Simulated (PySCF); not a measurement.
Compound: Si(vinyl)2(OiPr)2, C10H20O2Si.
Bonds: Si1–C2, Si1–C7, Si1–O12, Si1–O23, C2–C3, C7–C8, O12–C13, C13–C14, C13–C15, O23–C24, C24–C25, C24–C26. Hydrogens: H4 on C2; H5, H6 on C3; H9 on C7; H10, H11 on C8; H16 on C13; H17, H18, H19 on C14; H20, H21, H22 on C15; H27 on C24; H28, H29, H30 on C25; H31, H32, H33 on C26.

Computed by this run: PBE0-D3(BJ)/def2-SVP geometry optimisation, gas phase (PySCF); density fitting, grid level 1; the optimiser is geomeTRIC in internal coordinates, started from a GFN2-xTB structure with every atom displaced at random (about 0.03 Å).

Step 6: E = -22636.5128 eV
```
atom  x, y, z in Å  |  force x, y, z in eV/Å
Si1     0.6101   -0.2689    0.1250   -0.065  -0.119   0.006
C2      0.7015   -0.3929    1.9877    0.037   0.000  -0.054
C3      1.7280   -0.9832    2.6117    0.001   0.009   0.041
H4     -0.1114    0.0170    2.6014   -0.021   0.000   0.013
H5      2.5703   -1.4072    2.0518    0.002   0.002   0.004
H6      1.7767   -1.0778    3.7029    0.012  -0.001  -0.003
C7      2.2990   -0.4275   -0.6356    0.003  -0.012  -0.009
C8      2.5979   -1.4064   -1.4982   -0.045   0.025   0.020
H9      3.0844    0.2933   -0.3701   -0.016   0.001   0.003
H10     1.8432   -2.1457   -1.7867    0.008  -0.013  -0.006
H11     3.5901   -1.5053   -1.9499    0.044  -0.010  -0.024
O12    -0.1654    1.1578   -0.2552    0.063   0.049  -0.021
C13     0.2827    2.4412    0.1449   -0.017  -0.053   0.040
C14    -0.9240    3.2401    0.5973    0.000  -0.021   0.016
C15     1.0261    3.1007   -1.0023   -0.021   0.010  -0.014
H16     0.9759    2.3419    1.0075   -0.017   0.008  -0.024
H17    -1.6385    3.3422   -0.2341    0.002   0.013  -0.002
H18    -0.6312    4.2438    0.9391   -0.008   0.020  -0.006
H19    -1.4350    2.7242    1.4234   -0.001   0.006   0.005
H20     1.8892    2.4939   -1.3108    0.019  -0.021  -0.005
H21     0.3566    3.2013   -1.8706    0.009   0.009   0.000
H22     1.3894    4.1001   -0.7189   -0.005   0.012   0.000
O23    -0.2876   -1.4980   -0.5321    0.068   0.109   0.019
C24    -1.6043   -1.8438   -0.1449   -0.087  -0.034   0.015
C25    -1.7564   -3.3440   -0.3022    0.031   0.002   0.025
C26    -2.6115   -1.0587   -0.9675    0.021   0.006   0.003
H27    -1.7526   -1.5935    0.9257    0.016   0.009  -0.010
H28    -1.5879   -3.6316   -1.3515   -0.023   0.003  -0.010
H29    -2.7614   -3.6742   -0.0001   -0.011  -0.001  -0.020
H30    -1.0158   -3.8698    0.3173    0.013  -0.006   0.011
H31    -2.4443    0.0208   -0.8459    0.004   0.006   0.000
H32    -2.4973   -1.3043   -2.0347   -0.005  -0.001  -0.007
H33    -3.6409   -1.2973   -0.6600   -0.010  -0.006  -0.007
```

Step 7: E = -22636.5164 eV
```
atom  x, y, z in Å  |  force x, y, z in eV/Å
Si1     0.6133   -0.2823    0.1194   -0.064  -0.075  -0.046
C2      0.7128   -0.3892    1.9821    0.017  -0.012   0.020
C3      1.7532   -0.9407    2.6195    0.015   0.013  -0.024
H4     -0.1131    0.0016    2.5916   -0.022   0.005  -0.002
H5      2.6100   -1.3455    2.0674    0.006  -0.002   0.008
H6      1.8027   -1.0200    3.7118   -0.005   0.004  -0.006
C7      2.2982   -0.4411   -0.6494    0.016  -0.016  -0.005
C8      2.6025   -1.4169   -1.5136   -0.030   0.017   0.012
H9      3.0796    0.2854   -0.3884   -0.007   0.008   0.006
H10     1.8549   -2.1639   -1.8012    0.003  -0.006   0.000
H11     3.5949   -1.5068   -1.9689    0.015  -0.005  -0.009
O12    -0.1618    1.1448   -0.2690    0.089   0.032   0.040
C13     0.2851    2.4226    0.1529   -0.037  -0.040  -0.016
C14    -0.9187    3.2088    0.6350    0.004  -0.002  -0.003
C15     1.0131    3.1048   -0.9916   -0.015   0.020   0.006
H16     0.9891    2.3101    1.0040   -0.006   0.004  -0.004
H17    -1.6450    3.3206   -0.1850   -0.001   0.004   0.001
H18    -0.6269    4.2103    0.9853   -0.002   0.003  -0.001
H19    -1.4156    2.6798    1.4613   -0.004   0.003   0.004
H20     1.8760    2.5061   -1.3172    0.011  -0.008  -0.007
H21     0.3350    3.2166   -1.8516    0.003  -0.001  -0.001
H22     1.3731    4.1023   -0.6965    0.001  -0.002   0.001
O23    -0.2904   -1.5089   -0.5315    0.031   0.069   0.039
C24    -1.6192   -1.8293   -0.1572   -0.033  -0.028  -0.014
C25    -1.7829   -3.3328   -0.2671    0.007   0.027   0.000
C26    -2.5994   -1.0614   -1.0272    0.016  -0.009   0.013
H27    -1.7839   -1.5406    0.9008    0.004   0.009  -0.004
H28    -1.6012   -3.6548   -1.3043   -0.007  -0.002  -0.001
H29    -2.7975   -3.6425    0.0248   -0.003  -0.004  -0.005
H30    -1.0583   -3.8443    0.3823    0.008  -0.012   0.008
H31    -2.4231    0.0197   -0.9347    0.000   0.002  -0.002
H32    -2.4630   -1.3428   -2.0829   -0.004   0.003  -0.002
H33    -3.6381   -1.2814   -0.7367   -0.006   0.002  -0.006
```

Q: Estimate the geometry and energy of step 8. (The exact step hangs on the optimiser's Hessian estimate; all steps are aligned on step 7, rigid shifts and turns removed.)

A: E = -22636.5187 eV, largest force 0.091 eV/Å
```
atom  x, y, z in Å  |  force x, y, z in eV/Å
Si1     0.6202   -0.2988    0.1191   -0.035   0.022  -0.053
C2      0.7344   -0.3876    1.9811    0.010  -0.020   0.026
C3      1.7947   -0.8999    2.6188    0.009   0.024  -0.005
H4     -0.0991   -0.0112    2.5908    0.000  -0.015  -0.009
H5      2.6633   -1.2854    2.0712   -0.013  -0.003  -0.012
H6      1.8518   -0.9620    3.7117   -0.008   0.004   0.006
C7      2.2994   -0.4616   -0.6606    0.022  -0.009   0.003
C8      2.5992   -1.4363   -1.5273   -0.010  -0.008   0.001
H9      3.0796    0.2684   -0.4057    0.002   0.010   0.000
H10     1.8500   -2.1856   -1.8045    0.008  -0.006  -0.014
H11     3.5880   -1.5256   -1.9932   -0.021   0.004   0.012
O12    -0.1488    1.1321   -0.2721    0.072   0.009   0.055
C13     0.2835    2.4085    0.1665   -0.047  -0.012  -0.047
C14    -0.9281    3.1781    0.6575    0.002   0.016  -0.015
C15     1.0051    3.1119   -0.9699    0.000   0.013   0.014
H16     0.9881    2.2941    1.0154    0.011  -0.004   0.017
H17    -1.6564    3.2907   -0.1607   -0.003  -0.007   0.003
H18    -0.6471    4.1809    1.0139    0.004  -0.011   0.003
H19    -1.4191    2.6390    1.4808   -0.002  -0.001   0.000
H20     1.8755    2.5255   -1.3003   -0.003   0.007  -0.003
H21     0.3278    3.2262   -1.8300   -0.003  -0.007  -0.002
H22     1.3527    4.1106   -0.6635    0.007  -0.011   0.001
O23    -0.2939   -1.5179   -0.5247   -0.030  -0.003   0.036
C24    -1.6352   -1.8147   -0.1681    0.034  -0.006  -0.027
C25    -1.8113   -3.3191   -0.2378   -0.016   0.025  -0.020
C26    -2.5857   -1.0617   -1.0824    0.002  -0.012   0.010
H27    -1.8171   -1.4914    0.8766   -0.008   0.005   0.002
H28    -1.6152   -3.6708   -1.2628    0.010  -0.004   0.007
H29    -2.8357   -3.6104    0.0392    0.005  -0.002   0.011
H30    -1.1051   -3.8199    0.4399   -0.001  -0.007   0.001
H31    -2.3989    0.0195   -1.0153   -0.003  -0.002  -0.001
H32    -2.4270   -1.3743   -2.1263    0.001   0.004   0.000
H33    -3.6341   -1.2629   -0.8131    0.004   0.005   0.000
```

The energy changes by -0.0023 eV. The first-order estimate −F·Δx gives -0.0032 eV and the mean of the old and new forces, exact on a quadratic surface, -0.0021 eV. The step makes an angle of 87° with the force vector and moves no atom by more than 0.084 Å.

What follows is the cost of the whole optimisation. The run took 14 min wall, 32 min CPU on 2 threads of an Intel Xeon Platinum 8175M at 2.50 GHz, shared host with 96 logical CPUs at a one-minute load of 37, and the process peaked at 2.1 GiB of memory.
